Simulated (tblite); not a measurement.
Species: C4H7ClSi.
Structure used (GFN2-xTB), in Å, numbered top down from 1:
```
atom  x, y, z in Å
Cl1    2.7783    0.8910   -0.8447
C2     1.9351   -0.1405    0.3631
C3     0.4742   -0.0888    0.1327
C4    -0.3585   -1.0884   -0.1798
C5    -1.7152   -0.4510   -0.3113
Si6   -0.8771    1.2429    0.0858
H7     2.2080    0.2647    1.3386
H8     2.3358   -1.1493    0.2478
H9    -0.1440   -2.1395   -0.3097
H10   -2.1444   -0.5733   -1.3047
H11   -2.4400   -0.8369    0.4042
H12   -0.8325    2.2102   -1.0048
H13   -1.2239    1.8591    1.3649
```

Computed values, GFN2-xTB/tblite, gas phase, harmonic and unscaled. The method is semi-empirical: single wavenumbers can be off by several per cent or more. Modes of hydrogen on silicon can be 10 to 20 % off. One conformer, not necessarily the lowest.

Harmonic wavenumbers (cm⁻¹): 38.8, 109.9, 213.7, 270.6, 367.0, 443.6, 506.8, 564.4, 597.8, 626.7, 699.2, 737.1, 747.4, 774.7, 825.7, 904.9, 1004.6, 1057.6, 1100.4, 1166.0, 1196.7, 1209.6, 1234.3, 1424.3, 1464.4, 1645.8, 2268.6, 2297.7, 2958.5, 2962.4, 2978.1, 2998.2, 3054.2.

A = 4826, B = 1308, C = 1133 MHz; mass 118.001 u (most abundant isotopes); point group C1, symmetry number 1.

Problem. What is the zero-point energy?

Solution. Half the sum of the wavenumbers: 20225 cm⁻¹ = 241.94 kJ/mol.

Problem. What is S at 273.15 K and 1 bar for an ideal gas of classical rigid rotors and harmonic oscillators?

Solution. Translation 166.53, rotation 116.89, vibration 67.72: S = 351.1 J/(mol K).

Problem. And Cp and H(273.15 K) − H(0)?

Solution. Cp = 112.51 J/(mol K), of which vibrations give 79.25 (their classical limit is 33 R = 274.4); H(273.15 K) − H(0) = 19.03 kJ/mol without the zero-point energy, 9.94 from vibrations.

Problem. How do the functions run with temperature in this model?

Solution. 
| T (K) | S (J/(mol K)) | Cp (J/(mol K)) | H − H(0) (kJ/mol) | G − H(0) (kJ/mol) | ln q(vib) |
| --- | --- | --- | --- | --- | --- |
| 50 | 236.4 | 45.5 | 1.95 | -9.87 | 0.44 |
| 100 | 271.5 | 57.3 | 4.52 | -22.64 | 1.16 |
| 298.15 | 361.3 | 120.7 | 21.94 | -85.79 | 4.17 |
| 373.15 | 390.9 | 143.2 | 31.86 | -114.01 | 5.41 |
| 500 | 437.3 | 174.0 | 52.07 | -166.59 | 7.57 |
| 750 | 516.2 | 214.7 | 101.07 | -286.11 | 11.75 |
| 1000 | 581.8 | 240.6 | 158.21 | -423.60 | 15.67 |

q(vib) and H(0) count from the zero-point level.

Problem. Which modes carry the vibrational entropy at 273.15 K?

Solution. 38.8 cm⁻¹: 21.53; 109.9 cm⁻¹: 12.97; 213.7 cm⁻¹: 7.76; 270.6 cm⁻¹: 6.04; 367.0 cm⁻¹: 4.02; 443.6 cm⁻¹: 2.92 J/(mol K); the other 27 give 12.48 together.

Problem. What must be added to the electronic energy to get the Gibbs energy at 273.15 K and 1 bar?

Solution. ZPE + [H(273.15 K) − H(0)] − T·S = 241.94 + 19.03 − 95.91 = 165.06 kJ/mol.

Problem. Blend soft modes into free rotors: weight 1/[1 + (100 cm⁻¹/ν̃)⁴] for the oscillator and the rest for a rotor with moment μB/(μ + B), μ = h/(8π²ν), B = 10⁻⁴⁴ kg m². What vibrational entropy results?

Solution. 61.20 J/(mol K) in place of 67.72, which changes −T·S at 273.15 K by +1.78 kJ/mol.

Hindered rotation and anharmonicity are outside this model. Other conformers, if any are populated, would add a mixing term that is left out. The structure is chiral; the term R ln 2 for an equal mix with its mirror image is left out.
